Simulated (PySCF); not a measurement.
Two species compared at the same levels of theory.

First species: C₆H₉NO.
SMILES: `C[C@]1(NC=O)[C@@H]2C[C@@H]21`

Second species: C6H9PS.
InChI=1S/C6H9PS/c1-2-7-6-3-4-8-5-6/h3-5,7H,2H2,1H3

Levels: PBE0/def2-SVPD for dipole moment, HOMO energy, LUMO energy, HOMO–LUMO gap, static isotropic polarisability and electronic spatial extent ⟨r²⟩ about the centre of nuclear charge; TDDFT PBE0/def2-SVPD for lowest singlet excitation; TDA PBE0/def2-SVPD for lowest triplet excitation (Tamm–Dancoff); GFN2-xTB for rotational constant A and rotational constant C. Geometries: GFN2-xTB. All species are isolated and taken at one optimised geometry, non-relativistic unless stated; the electronic structure was computed with PySCF and density fitting.

Dipoles, sizes and rotational constants follow the conformer. The torsions of the flexible species, by atom-mapped SMILES:
- `[CH3:1][C@:2]1([NH:3][CH:4]=[O:5])[C@@H:6]2[CH2:7][C@H:8]12`: C1–C2–N3–C4 173°, C2–N3–C4–O5 -2°
- `[CH3:1][CH2:2][PH:3][c:4]1[cH:5][cH:6][s:7][cH:8]1`: C1–C2–P3–C4 51°, C2–P3–C4–C5 73°

(1) Which has the higher dipole moment?

(2) Which has the higher rotational constant A?

(3) Which of the two has the higher static isotropic polarisability, and by how much?

(4) Which of the two has the higher S1 energy, and by how much?

(5) Which of the two has the higher LUMO energy, and by how much?

(6) Which of the two has the higher HOMO–LUMO gap, and by how much?

(7) Which has the higher HOMO energy?

(8) Which has the higher T1 energy?

Results:

(1) The first: 3.27 D against 1.26 D, a difference of 2.01 D.

(2) The first: 3.516 GHz against 2.886 GHz, a difference of 0.630 GHz.

(3) The second: 113.0 au against 77.1 au, a difference of 35.9 au.

(4) The first: 5.44 eV against 5.04 eV, a difference of 0.40 eV.

(5) The first: 0.38 eV against -0.59 eV, a difference of 0.97 eV.

(6) The first: 7.26 eV against 5.87 eV, a difference of 1.39 eV.

(7) The second: -6.46 eV against -6.88 eV, a difference of 0.42 eV.

(8) The first: 4.95 eV against 3.72 eV, a difference of 1.23 eV.

On the first: No computed singlet falls in the visible range (750 to 380 nm, 1.65 to 3.26 eV); S1 lies 2.18 eV above its blue end. The vertical singlet–triplet gap S1 − T1 is 0.49 eV (TDDFT singlet less Tamm–Dancoff triplet; S1: HOMO→LUMO, weight 0.69; T1: HOMO→LUMO, weight 0.64).

On the second: A dipole of 1.26 D is allowed in C1, and pure rotational transitions are dipole-allowed. The vertical singlet–triplet gap S1 − T1 is 1.32 eV (TDDFT singlet less Tamm–Dancoff triplet; S1: HOMO→LUMO, weight 0.94; T1: HOMO→LUMO, weight 0.60, beside HOMO−1→LUMO, weight 0.31).
